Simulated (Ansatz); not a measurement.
Total energies of `C[Si](C)(Cl)CCCCCCCCCCCOc1ccccc1` from Ansatz at PBE-D4/def2-TZVP, gas phase (1 Eh = 27.2114 eV = 2625.5 kJ/mol). The reference geometry is relaxed at PBE-D4/def2-SVP.

| state | geometry | energy (Eh) |
| --- | --- | --- |
| charge 0 singlet | reference | -1567.82712 |
| charge 1 doublet | reference | -1567.55189 |
| charge 1 doublet | relaxed at PBE-D4/def2-SVP | -1567.55558 |
| charge -1 doublet | reference | -1567.79985 |
| free C atom (triplet) | – | -37.79597 |
| free Si atom (triplet) | – | -289.22285 |
| free Cl atom (doublet) | – | -459.95840 |
| free O atom (triplet) | – | -75.00967 |
| free H atom (doublet) | – | -0.49962 |

Single mean-field runs in def2-TZVP are fitted with def2-universal-jkfit.

Question: Work out the vertical ionisation energy to the doublet.

Answer: E(charge 1 doublet) − E(charge 0 singlet) = -1567.55189 − (-1567.82712) = 0.27523 Eh = 7.49 eV. For comparison, −ε of the highest occupied level is 5.24 eV at this level, 2.25 eV less.

Question: Work out the vertical electron affinity, to the doublet.

Answer: E(charge 0 singlet) − E(charge -1 doublet) = -1567.82712 − (-1567.79985) = -0.02727 Eh = -0.74 eV; negative, so the extra electron isn't bound. The basis lacks diffuse functions, which makes affinities too small.

Question: Give the fundamental gap IE − EA, the Mulliken electronegativity (IE + EA)/2 and the hardness (IE − EA)/2.

Answer: From the values in Eh: IE − EA = 0.27523 − (-0.02727) = 0.30250 Eh = 8.23 eV; (IE + EA)/2 = 3.37 eV; (IE − EA)/2 = 4.12 eV. The HOMO–LUMO gap of the same run is 4.15 eV, 4.08 eV smaller than the fundamental gap.

Question: How much does the charge 1 doublet relax, and what is the adiabatic ionisation energy?

Answer: Relaxation: -1567.55189 − (-1567.55558) = 0.00369 Eh = 0.10 eV. Adiabatic ionisation energy: 0.27154 Eh = 7.39 eV, without zero-point energy. 

Question: What is the binding energy per atom against free atoms?

Answer: Atoms: 19 × (-37.79597) + 1 × (-289.22285) + 1 × (-459.95840) + 1 × (-75.00967) + 33 × (-0.49962) = -1558.80181 Eh. Binding: -1558.80181 − (-1567.82712) = 9.02531 Eh = 245.59 eV, or 4.47 eV for each of 55 atoms (no zero-point energy, no counterpoise term).

At PBE-D4/def2-TZVP the gap within one spin of the charge 1 doublet nearly closes, so an electron or hole may be smeared out by delocalisation error. At PBE-D4/def2-TZVP the gap within one spin of the relaxed charge 1 doublet nearly closes, so an electron or hole may be smeared out by delocalisation error. At PBE-D4/def2-TZVP the gap within one spin of the charge -1 doublet nearly closes, so an electron or hole may be smeared out by delocalisation error. At PBE-D4/def2-TZVP the highest occupied level of the charge -1 doublet lies above zero (up to 2.17 eV). By energy differences it is unbound by 0.74 eV (vertical, to the charge 0 singlet, at PBE-D4/def2-TZVP) and held by the finite basis.
